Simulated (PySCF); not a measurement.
C5H9BO2.
SMILES: `C=CC/C=C\B(O)O`

The closed-shell ground state was solved at several levels (PySCF, density fitting, gas phase, non-relativistic). One conformer (not necessarily the lowest) at the PBE0-D3(BJ)/def2-SVP geometry, without solvent, vibrations or thermal averaging.

| level | basis functions | total energy (Eh) | HOMO (eV) | LUMO (eV) | gap (eV) | dipole (D) |
| --- | --- | --- | --- | --- | --- | --- |
| B3LYP/def2-SVPD | 238 | -371.0849 | -7.14 | -0.97 | 6.17 | 1.17 |
| B3LYP/pcJ-1 | 306 | -371.3510 | -7.05 | -0.83 | 6.22 | 1.29 |
| PBE0/pcSseg-1 | 181 | -370.8459 | -7.32 | -0.66 | 6.66 | 1.24 |

Task: What might B3LYP/pcSseg-1 (181 basis functions) give for the same quantities?

Result: Total energy -371.2983 Eh, HOMO -7.07 eV, LUMO -0.84 eV, gap 6.23 eV, dipole 1.25 D.

Task: Over all these levels, which gives the widest orbital gap and which the narrowest?

Result: PBE0/pcSseg-1 (global hybrid, 25 % exact exchange) has the widest, 6.66 eV, and B3LYP/def2-SVPD (global hybrid, 20 % exact exchange) the narrowest, 6.17 eV. Functional and basis both differ between the two, so the spread mixes both effects.

Task: How much does the basis alone move the frontier levels among the 3 B3LYP rows (the withheld one included)?

Result: The HOMO by 0.09 eV and the LUMO by 0.14 eV. By rising basis size (HOMO, LUMO in eV): pcSseg-1 -7.07, -0.84; def2-SVPD -7.14, -0.97; pcJ-1 -7.05, -0.83.

Task: How far do the dipole and the HOMO energy spread over the levels?

Result: The dipole runs from 1.17 to 1.29 D (mean 1.24 D) and the HOMO from -7.32 to -7.05 eV.
